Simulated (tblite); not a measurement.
Species: C8H6Cl2O.
Bonds: C1–C2, C2–C3 (aromatic), C3–C4 (aromatic), C4–C5 (aromatic), C5–C6, C6–O7 (double), C6–Cl8, C5–C9 (aromatic), C9–C10 (aromatic), C10–Cl11, C2–C10 (aromatic). Hydrogens: H12, H13, H14 on C1; H15 on C3; H16 on C4; H17 on C9.

Computed geometry: GFN2-xTB, gas phase.

Task: Give the optimised bond lengths and angles.

Result: 
```json
{"bond": "C1–C2", "length (Å)": "1.491", "order": "single"}
{"bond": "C2–C3", "length (Å)": "1.391", "order": "aromatic"}
{"bond": "C3–C4", "length (Å)": "1.379", "order": "aromatic"}
{"bond": "C4–C5", "length (Å)": "1.398", "order": "aromatic"}
{"bond": "C5–C6", "length (Å)": "1.463", "order": "single"}
{"bond": "C6=O7", "length (Å)": "1.190", "order": "double"}
{"bond": "C6–Cl8", "length (Å)": "1.772", "order": "single"}
{"bond": "C5–C9", "length (Å)": "1.394", "order": "aromatic"}
{"bond": "C9–C10", "length (Å)": "1.381", "order": "aromatic"}
{"bond": "C10–Cl11", "length (Å)": "1.729", "order": "single"}
{"bond": "C2–C10", "length (Å)": "1.397", "order": "aromatic"}
{"bond": "C1–H12, C1–H13, C1–H14", "length (Å)": "1.088", "order": "single"}
{"bond": "C3–H15", "length (Å)": "1.080", "order": "single"}
{"bond": "C4–H16", "length (Å)": "1.079", "order": "single"}
{"bond": "C9–H17", "length (Å)": "1.078", "order": "single"}
```

Bonds in one row agree within 0.01 Å and their mean is given. Orders are formal, as drawn. A selection of angles:
```json
{"angle": "C1–C2–C3", "degrees": "121.5"}
{"angle": "C1–C2–C10", "degrees": "120.8"}
{"angle": "C3–C2–C10", "degrees": "117.6"}
{"angle": "C2–C3–C4", "degrees": "121.4"}
{"angle": "C3–C4–C5", "degrees": "120.2"}
{"angle": "C4–C5–C6", "degrees": "117.1"}
{"angle": "C4–C5–C9", "degrees": "119.3"}
{"angle": "C6–C5–C9", "degrees": "123.6"}
{"angle": "C5–C6–O7", "degrees": "126.9"}
{"angle": "C5–C6–Cl8", "degrees": "114.4"}
{"angle": "O7–C6–Cl8", "degrees": "118.7"}
{"angle": "C5–C9–C10", "degrees": "119.6"}
{"angle": "C9–C10–Cl11", "degrees": "118.7"}
{"angle": "C2–C10–C9", "degrees": "121.9"}
{"angle": "C2–C10–Cl11", "degrees": "119.4"}
```

Dihedral angles: C4–C5–C6–O7 0° (synperiplanar).

The 6-membered ring C2–C3–C4–C5–C9–C10 has internal angles of 117.6° to 121.9°; it is planar, 0.00 Å rms from its mean plane, widest ring torsion 0°. The C–C distances run from 1.379 Å (C3–C4, aromatic) to 1.491 Å (C1–C2, drawn single), a spread of 0.112 Å. Of the pairs four or more bonds apart, Cl8···H17 is among the closest relative to their van der Waals radii: 2.55 Å, 86 % of the sum of Bondi's values. The 11 heavy atoms lie in one plane (0.000 Å rms). The 2 C–Cl bonds span 1.729 Å (C10–Cl11, drawn single) to 1.772 Å (C6–Cl8, drawn single), a spread of 0.043 Å.

Point group: Cs (every atom within 0.08 Å of its image). Its GFN2-xTB frequencies are all real (lowest 25 cm⁻¹). One conformer, not necessarily the lowest. 3 starts were optimised and ended at 0.00, 0.01 and 0.08 kcal/mol (GFN2-xTB); the lowest of these is shown.
